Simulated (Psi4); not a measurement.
C$_{2}$H$_{5}$S, charge -1, singlet, geometry from GFN2-xTB (a gas-phase anion, which may not be bound at this level); R2SCAN/6-311G** (Psi4).

The Psi4 input:
```
memory 2 GB

molecule mol {
-1 1
  C     0.000708    1.571299   -0.363228
  S    -0.000991    0.130738    0.536576
  C     0.000784   -1.561197   -0.442108
  H     0.907034    1.716463   -0.964811
  H    -0.903377    1.716504   -0.968163
  H    -0.000609   -2.352947    0.300181
  H    -0.891040   -1.616197   -1.061855
  H     0.894894   -1.616237   -1.058548
}

set basis 6-311g**
set reference rks
set level_shift 1.0

energy('r2scan')
print_variables()
```

The log (banner, timings and long lists left out):

```
   => Loading Basis Set <=

    Name: 6-311G**
    Role: ORBITAL
    Keyword: BASIS

         ---------------------------------------------------------
                                   SCF
               by Justin Turney, Rob Parrish, Andy Simmonett
                          and Daniel G. A. Smith
                              RKS Reference
         ---------------------------------------------------------

  ==> Geometry <==

    Molecular point group: c1
    Full point group: C1

    Geometry (in Angstrom), charge = -1, multiplicity = 1:

       Center              X                  Y                   Z               Mass
    ------------   -----------------  -----------------  -----------------  -----------------
         C            0.000819853472     1.536355709910    -0.424017648549    12.000000000000
         S           -0.000879146528     0.095794709910     0.475786351451    31.972071174400
         C            0.000895853472    -1.596140290090    -0.502897648549    12.000000000000
         H            0.907145853472     1.681519709910    -1.025600648549     1.007825032230
         H           -0.903265146528     1.681560709910    -1.028952648549     1.007825032230
         H           -0.000497146528    -2.387890290090     0.239391351451     1.007825032230
         H           -0.890928146528    -1.651140290090    -1.122644648549     1.007825032230
         H            0.895005853472    -1.651180290090    -1.119337648549     1.007825032230

  Running in c1 symmetry.

  Rotational constants: A =      0.83206  B =      0.21195  C =      0.18072 [cm^-1]
  Rotational constants: A =  24944.67150  B =   6354.01310  C =   5417.91739 [MHz]
  Nuclear repulsion =  100.320425874793401

  Charge       = -1
  Multiplicity = 1
  Electrons    = 34
  Nalpha       = 17
  Nbeta        = 17

  ==> Algorithm <==

  SCF Algorithm Type is DF.
  DIIS enabled.
  MOM disabled.
  Fractional occupation disabled.
  Guess Type is SAD.
  Energy threshold   = 1.00e-06
  Density threshold  = 1.00e-06
  Integral threshold = 1.00e-12

  ==> Primary Basis <==

  Basis Set: 6-311G**
    Blend: 6-311G**
    Number of shells: 48
    Number of basis functions: 92
    Number of Cartesian functions: 95
    Spherical Harmonics?: true
    Max angular momentum: 2

  ==> DFT Potential <==

   => LibXC <=

    Version 7.1.2
    S. Lehtola, C. Steigemann, M. J. T. Oliveira, and M. A. L. Marques,  SoftwareX 7, 1–5 (2018) (10.1016/j.softx.2017.11.002)

[...]
   @DF-RKS iter   4:  -477.30709942163116   -1.94348e-02   6.85481e-04 DIIS/ADIIS
   @DF-RKS iter   5:  -477.30922729160073   -2.12787e-03   2.38898e-04 DIIS/ADIIS
   @DF-RKS iter   6:  -477.30938803736080   -1.60746e-04   1.55253e-04 DIIS/ADIIS
   @DF-RKS iter   7:  -477.30950391327809   -1.15876e-04   1.60955e-05 DIIS
   @DF-RKS iter   8:  -477.30950534984976   -1.43657e-06   2.43578e-06 DIIS
   @DF-RKS iter   9:  -477.30950537609510   -2.62453e-08   6.37400e-07 DIIS
  Energy and wave function converged.

  ==> Post-Iterations <==

   Electrons on quadrature grid:
      Ntotal   =   33.9999909420 ; deviation = -9.058e-06

    Orbital Energies [Eh]
    ---------------------

    Doubly Occupied:

[...]
    Virtual:

[...]
    Final Occupation by Irrep:
              A
    DOCC [    17 ]
    NA   [    17 ]
    NB   [    17 ]

  @DF-RKS Final Energy:  -477.30950537609510

   => Energetics <=

    Nuclear Repulsion Energy =            100.3204258747934006
    One-Electron Energy =                -862.1516429004578868
    Two-Electron Energy =                 323.0507425104222534
    DFT Exchange-Correlation Energy =     -38.5290308608528775
    Empirical Dispersion Energy =           0.0000000000000000
    VV10 Nonlocal Energy =                  0.0000000000000000
    Total Energy =                       -477.3095053760951032

Computation Completed

Properties will be evaluated at   0.000000,   0.000000,   0.000000 [a0]

Properties computed using the SCF density matrix

 Multipole Moments:

 ------------------------------------------------------------------------------------
     Multipole            Electronic (a.u.)      Nuclear  (a.u.)        Total (a.u.)
 ------------------------------------------------------------------------------------

 L = 1.  Multiply by 2.5417464519 to convert [e a0] to [Debye]
 Dipole X            :         -0.0062178            0.0069715            0.0007537
 Dipole Y            :          0.9401571           -2.1790859           -1.2389288
 Dipole Z            :          3.3686967           -3.7908934           -0.4221967
 Magnitude           :                                                    1.3088908

 ------------------------------------------------------------------------------------

  Variable Map:
  ----------------------------------------------------------------------------
[...]
  Array Variable Map:
  ----------------------------------------------------------------------------
[...]
[...]
```
